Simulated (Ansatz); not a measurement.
Abridged output of a molecular run in Ansatz:

```
Functional definition: HF
  name "HF"
  cite "Fock, Z. Phys. 61, 126 (1930) doi:10.1007/BF01340294"
  parent pbe
  exchange = exact_x
  correlation = 0
1676 factors; integrals over basis functions are off by at most 1.1e-3 eV
mean field evaluation 1: about -40667.2030 eV, gradient 7.3e1 eV
mean field evaluation 2: about -40667.3535 eV, gradient 7.3e1 eV
mean field evaluation 4: about -40676.8568 eV, gradient 1.1e1 eV
mean field evaluation 8: about -40677.1337 eV, gradient 8.2e-1 eV
mean field evaluation 16: about -40677.1368 eV, gradient 2.2e-6 eV
mean field -40677.13681940 eV, -1494.8572061593 hartree, gradient 2.2e-6 eV, S^2 0.000000; 0 other end points of the search recorded, 0 dependent functions left out
13 core orbitals not correlated: weight in the atoms' cores, before any rotation towards them, 1.000 or more for the frozen orbitals, at most 0.000 for the correlated occupied ones
reference -40677.13681940 eV, -1494.8572061593 hartree; 20, 20 occupied and 236, 236 virtual orbitals, 1676 factors
second order -35.51535633 eV of doubles, -0.00000000 eV of singles
cycle   1  -34.56218904 eV  change    9.5e-1 eV  update   2.5e-1
cycle   2  -35.74608412 eV  change    -1.2e0 eV  update   1.6e-1
cycle   3  -36.07607961 eV  change   -3.3e-1 eV  update   5.5e-2
cycle   4  -36.08358991 eV  change   -7.5e-3 eV  update   2.2e-2
cycle   5  -36.06294299 eV  change    2.1e-2 eV  update   8.9e-3
cycle   6  -36.06182009 eV  change    1.1e-3 eV  update   4.1e-3
cycle   7  -36.06351235 eV  change   -1.7e-3 eV  update   2.4e-3
cycle   8  -36.06347121 eV  change    4.1e-5 eV  update   9.7e-4
cycle   9  -36.06381595 eV  change   -3.4e-4 eV  update   4.8e-4
cycle  10  -36.06442384 eV  change   -6.1e-4 eV  update   2.0e-4
cycle  11  -36.06410344 eV  change    3.2e-4 eV  update   1.4e-4
cycle  12  -36.06392497 eV  change    1.8e-4 eV  update   7.2e-5
cycle  13  -36.06402953 eV  change   -1.0e-4 eV  update   3.4e-5
cycle  14  -36.06398674 eV  change    4.3e-5 eV  update   1.5e-5
perturbative correction -1.87678903 eV, -0.0689707247 hartree
Total energy: -40715.07759517 eV, -1496.2515039518 hartree
```

Its atoms:

Z-matrix (Å, degrees):
```
Ti
N 1 1.872
O 1 1.786 2 109.4
N 1 1.867 2 107.9 3 120.4
Cl 1 2.234 2 109.7 3 -120.8
H 2 1.011 1 122.9 3 39.3
H 2 1.009 1 126.4 3 -135.6
H 3 0.958 1 134.4 2 -134.0
H 4 1.011 1 123.5 2 76.7
H 4 1.010 1 125.5 2 -112.3
```

Which basis set was used?
A. cc-pV(D+d)Z
B. def2-TZVPP
C. def2-SVP
D. def2-SVPD

B. It gives 269 functions.

Write the keys of the input that set method, charge and spin (a neutral closed shell needs none for the last two).


```yaml
correlation: {method: ccsd_t}
```
